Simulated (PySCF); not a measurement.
**C$_{6}$H$_{7}$FN$_{2}$Si: full NMR table**

```yaml
Formula: C6H7FN2Si
SMILES: C[SiH2]/C(C#N)=C(\C#N)CF
Point_group_of_the_computed_structure: C1
Degrees_of_unsaturation: 5
Carbon_signals: 6
Proton_signals: 3
```

Mapped SMILES: `[CH3:1][SiH2:2]/[C:3]([C:4]#[N:5])=[C:6](\[C:7]#[N:8])[CH2:9][F:10]`. Hydrogens are named by the atom that carries them.

Calculated, not measured (PySCF 2.14.0 with density-fitted response routines): GFN2-xTB geometry, shielding tensors at PBE0/pcSseg-1 (GIAO). One conformer, one averaged value for each set of equivalent atoms, in vacuum, relativity neglected.

Referencing at the same level of theory: 1H (σref 31.72) and 13C (σref 186.93) and 29Si (σref 349.16) vs TMS; 19F (σref 170.95) vs CFCl3; 15N (σref 267.73) vs NH3.

```tsv
carbon	δC, type	δH (multiplicity)	HMBC from (2–3 bonds)	span of the C tensor (ppm)
C1	-6.8, CH3	0.64 (t)	H(Si2)	15
C3	138.1, C	–	H(C9), H(Si2), H(C1)	247
C4	121.1, C	–	H(Si2)	352
C6	147.6, C	–	H(C9), H(Si2)	239
C7	121.4, C	–	H(C9)	340
C9	86.6, CH2	5.65 (m)	–	67
```

Other nuclei:
```csv
atoms,nucleus,environment,δ (ppm),σ (ppm)
H(Si2),1H,hydrogen on a silicon bonded to 2 C,4.68,27.03
F10,19F,fluorine on an sp3 carbon,-243.4,414.4
Si2,29Si,"silicon bonded to 2 C, 2 H",-36.4,385.6
N5,15N,nitrile nitrogen,358.9,-91.1
N8,15N,nitrile nitrogen,347.5,-79.8
```

Carbon types of the structure: 4 × C, 1 × CH2, 1 × CH3, leaving 2 H on heteroatoms. δC 147.6, 138.1: fully substituted alkene carbon; as expected for a trigonal carbon in a double bond. δC 121.4, 121.1: nitrile carbon; typical of a nitrile. δC 86.6: allylic sp3 CH2 bonded to F; the inductive effect lowers its shielding. δC -6.8: methyl carbon bonded to Si; an electropositive neighbour leaves it electron-rich and shielded. δH 5.65: hydrogen on an allylic sp3 CH2 bonded to F; its carbon carries F, an electronegative neighbour.

Splittings by 19F in the carbon and heteronuclear signals aren't shown, as no couplings were computed. Shifts are as computed. Against solution values, carbons near 30 ppm lie about +3 ppm off and those near 130 ppm about +5 ppm. Of 1309 compounds with measured shifts, 239 miss one by over three times the rms of a fit or turn the order of signals round; such compounds aren't used in these exercises. Unscaled 19F shifts against computed CFCl3 carry errors that often reach 10 to 50 ppm. Experimental scales use liquid or dissolved standards, which lie at an offset from isolated NH3 (liquid NH3: subtract about 20 ppm). Unscaled 15N shifts of sp2 nitrogen come out 20 to 40 ppm too high even then. No couplings were computed; multiplicities are counted from neighbouring protons, with m where these are inequivalent, close in shift, in a saturated or five-membered ring or joined by F or P, and br s for small geminal =CH2 splittings.
